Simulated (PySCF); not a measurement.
## CsGa: one state, many levels of theory

State: ³Π (triplet), unpaired electrons σ ↑, π ↑. Set-up: basis Cs def2-SVP with ECP46, Ga def2-SVP; scalar-relativistic core potentials; PySCF 2.14. De refers to Cs + Ga in their high-spin ground configurations, without counterpoise correction. The functionals are run spin-unrestricted. A positive dipole means Cs(−)Ga(+).

```json
{"Level": "UHF", "Re (Å)": "3.848", "ωe (cm⁻¹)": "72.6", "De (eV)": "0.160", "μ (D)": "-10.17"}
{"Level": "UHF-MP2", "Re (Å)": "3.723", "ωe (cm⁻¹)": "77.3", "De (eV)": "0.383", "μ (D)": "n/a"}
{"Level": "UHF-SCS-MP2", "Re (Å)": "3.741", "ωe (cm⁻¹)": "75.9", "De (eV)": "0.301", "μ (D)": "n/a"}
{"Level": "PBE", "Re (Å)": "3.683", "ωe (cm⁻¹)": "77.4", "De (eV)": "0.67", "μ (D)": "-6.33"}
{"Level": "r²SCAN", "Re (Å)": "3.678", "ωe (cm⁻¹)": "81.2", "De (eV)": "0.74", "μ (D)": "-7.64"}
{"Level": "TPSSh", "Re (Å)": "3.676", "ωe (cm⁻¹)": "80.9", "De (eV)": "0.70", "μ (D)": "-7.84"}
{"Level": "r²SCANh", "Re (Å)": "3.674", "ωe (cm⁻¹)": "81.9", "De (eV)": "0.71", "μ (D)": "-7.93"}
{"Level": "PBE0", "Re (Å)": "3.672", "ωe (cm⁻¹)": "80.5", "De (eV)": "0.61", "μ (D)": "-7.47"}
{"Level": "BHandHLYP", "Re (Å)": "3.737", "ωe (cm⁻¹)": "74.9", "De (eV)": "0.398", "μ (D)": "-7.30"}
{"Level": "ωB97X", "Re (Å)": "3.610", "ωe (cm⁻¹)": "93.7", "De (eV)": "0.475", "μ (D)": "-9.85"}
```

(1) What does a quarter of exact exchange do here, going from PBE to PBE0?

(2) What does the step from GGA to meta-GGA do here, going from PBE to r²SCAN?

(3) What does second-order correlation do here, going from UHF to UHF-MP2?

Correlated steps freeze 9 core orbitals. Correlated levels converge slowly with the basis: in double zeta they bind strong bonds too weakly, by up to about 1 eV, and carry superposition errors of some tenths. These are scalar-relativistic numbers at best; spin–orbit coupling would shift them, the dissociation energy most. The state is the lowest determinant that a PBE0 search found; another state may lie lower at other levels.

## Answers

(1) PBE0 less PBE: -1.1 pm in Re, +4.0 % in ωe, -0.06 eV in De. Exact exchange removes part of the self-interaction that spreads semilocal densities, and in most molecules shortens and stiffens the bond and lowers De; so it does here.

(2) r²SCAN less PBE: -0.5 pm in Re, +4.9 % in ωe, +0.07 eV in De. 

(3) UHF-MP2 less UHF: -12.5 pm in Re, +6.5 % in ωe, +0.22 eV in De. Correlation nearly always deepens the well. The bond shortens, as in weak, metallic or heavy-atom bonds, where dispersion and the correlation of outer-core electrons pull the atoms together.
